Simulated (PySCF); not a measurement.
chlorobenzene (C₆H₅Cl), SMILES Clc1ccccc1.

Geometry: PBE-D3(BJ)/def2-SVP.

All values below come from PySCF with PBE/def2-TZVP.

Symmetry labels are those of the subgroup C2v that the program uses (full group C2v).

Problem. List the valence orbital energies around the gap with their symmetry. (Estimate from the structure and the level; the computed values follow.)

Solution. 
```json
[
 {"orbital": "HOMO−7", "symmetry": "B2", "energy (eV)": "-10.52"},
 {"orbital": "HOMO−6", "symmetry": "B1", "energy (eV)": "-9.76"},
 {"orbital": "HOMO−5", "symmetry": "A1", "energy (eV)": "-8.81"},
 {"orbital": "HOMO−4", "symmetry": "B2", "energy (eV)": "-8.69"},
 {"orbital": "HOMO−3", "symmetry": "B1", "energy (eV)": "-8.18"},
 {"orbital": "HOMO−2", "symmetry": "B2", "energy (eV)": "-7.47"},
 {"orbital": "HOMO−1", "symmetry": "A2", "energy (eV)": "-6.62"},
 {"orbital": "HOMO", "symmetry": "B1", "energy (eV)": "-6.10"},
 {"orbital": "LUMO", "symmetry": "A2", "energy (eV)": "-1.55"},
 {"orbital": "LUMO+1", "symmetry": "B1", "energy (eV)": "-1.50"},
 {"orbital": "LUMO+2", "symmetry": "A1", "energy (eV)": "-0.35"},
 {"orbital": "LUMO+3", "symmetry": "A1", "energy (eV)": "0.98"}
]
```
